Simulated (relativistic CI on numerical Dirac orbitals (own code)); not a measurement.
Fe5+ in a cubic cluster: 3s photoemission with charge transfer

Computed with a charge-transfer multiplet model of a cubic metal-ligand cluster with up to 2 ligand holes, Slater and spin-orbit integrals from Dirac-Coulomb-Breit ions, Slater integrals scaled by 0.8. The ground state mixes d3 with configurations of k ligand holes L, whose averages lie at kΔ + k(k − 1)U_dd/2; a core hole lowers each added d electron by U_cd. 20 K, Lorentzian 1.4 eV and Gaussian 0.8 eV FWHM.

Atomic integrals in eV (Slater integrals scaled, ζ unscaled), ground: F2dd 11.105, F4dd 7.012, zeta_d 0.071; with the core hole: F2dd 11.776, F4dd 7.465, zeta_d 0.080, G2cd 11.118.

Cluster parameters (eV): Δ = 1, U_dd = 6.8, U_cd = 8.4, 10Dq(ligand) = 0.1, V(eg) = 3.2, V(t2g) = -1.62, final-state hopping factor = 1.

| Case | n_d | d3 | d4L | d5L2 | S |
| --- | --- | --- | --- | --- | --- |
| 10Dq = 0.1 eV | 3.83 | 0.31 | 0.55 | 0.14 | 1.50 |
| 10Dq = 0.4 eV | 3.82 | 0.32 | 0.55 | 0.14 | 1.50 |
| 10Dq = 1.3 eV | 3.79 | 0.34 | 0.53 | 0.13 | 1.50 |

Weights, n_d and S are thermal averages at 20 K. Binding energies count from the first peak over 30 % of the highest in each spectrum, which can be another peak from case to case. The parameters are a model scan and need not match a compound or its usual spin state. Peaks in eV (height, largest 100):
- 10Dq = 0.1 eV: 0.0 (100), 5.8 (31), 7.4 (22), 11.0 (59), 15.9 (13), 18.6 (5), 25.3 (11)
- 10Dq = 0.4 eV: 0.0 (100), 5.7 (30), 11.0 (59), 15.9 (13), 18.7 (5), 25.2 (11)
- 10Dq = 1.3 eV: 0.0 (100), 5.5 (28), 8.3 (20), 10.7 (55), 15.8 (13), 18.7 (5), 25.0 (11)

For the case 10Dq = 0.4 eV, Δ = 1 eV is smaller than U_dd = 6.8 eV, the charge-transfer side of the Zaanen-Sawatzky-Allen scheme. With the core hole the average of the configuration with one ligand hole lies at Δ − U_cd = -7.4 eV before mixing: the effective hopping of about 6.4 eV (from the holes of the mixed ground state) is comparable with this gap or larger, so the configurations mix strongly.

With at most 2 ligand holes the space is cut while the next configuration still counts, so covalency is underestimated, and a final configuration with one more ligand hole, which can lie low, is missing from the spectra.

Without intra-shell correlation the exchange splitting of the 3s hole comes out too large.
